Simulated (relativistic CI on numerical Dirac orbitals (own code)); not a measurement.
# Pt⁺: 5d valence photoemission

Computed with this model: Dirac-Coulomb-Breit CI, orbitals from a KLI potential per configuration, model QED (radiative potential, 1s self-energy scaled to tabulated hydrogen-like ionisation energies), valence Slater integrals scaled by 0.8, multiplet model of photoemission in the sudden approximation; configurations [Xe] 4f14 5d9 → [Xe] 4f14 5d8; 300 K; Lorentzian 0.42 eV and Gaussian 0.5 eV FWHM. Energies are those of the free ion, without screening or charge transfer. The energies are binding energies and can lie tens of eV above those of solids. S is read from ⟨S²⟩ = S(S + 1).

Field parameters in Wybourne normalisation: Oh B⁴₀ = 21Dq, B⁴₄ = √(5/14) B⁴₀. The field is a parameter set, without covalency.

free ion: ground-state S = 0.50, centroid 17.91 eV. Peaks (eV, height): 16.7 (100), 17.6 (89), 19.3 (74).

Oh, 10Dq = 4050 cm⁻¹: ground-state S = 0.50, centroid 17.93 eV. Peaks (eV, height): 16.8 (100), 17.6 (95), 19.3 (85).

Oh, 10Dq = 11150 cm⁻¹: ground-state S = 0.50, centroid 17.98 eV. Peaks (eV, height): 16.1 (65), 17.5 (100), 18.8 (94).

Oh, 10Dq = 18250 cm⁻¹: ground-state S = 0.50, centroid 18.04 eV. Peaks (eV, height): 15.6 (60), 16.8 (48), 17.8 (92), 19.1 (100).

Oh, 10Dq = 25350 cm⁻¹: ground-state S = 0.50, centroid 18.10 eV. Peaks (eV, height): 15.1 (58), 16.3 (42), 18.2 (77), 19.5 (100).

Oh, 10Dq = 32450 cm⁻¹: ground-state S = 0.50, centroid 18.16 eV. Peaks (eV, height): 14.6 (58), 15.9 (41), 17.1 (24), 18.6 (76), 19.8 (100).

Strongest unbroadened transitions for Oh, 10Dq = 4050 cm⁻¹:

| Energy (eV) | Relative strength |
| --- | --- |
| 16.49 | 100.0 |
| 16.83 | 43.3 |
| 16.92 | 50.9 |
| 17.07 | 13.7 |
| 17.49 | 56.0 |
| 17.60 | 51.4 |
| 17.85 | 17.2 |
| 18.02 | 30.0 |
| 18.09 | 38.3 |
| 18.58 | 42.6 |
| 18.91 | 18.5 |
| 18.97 | 9.8 |
| 19.25 | 35.4 |
| 19.28 | 27.9 |
| 19.32 | 15.5 |
| 19.43 | 38.9 |
| 19.62 | 22.6 |
| 22.61 | 4.0 |
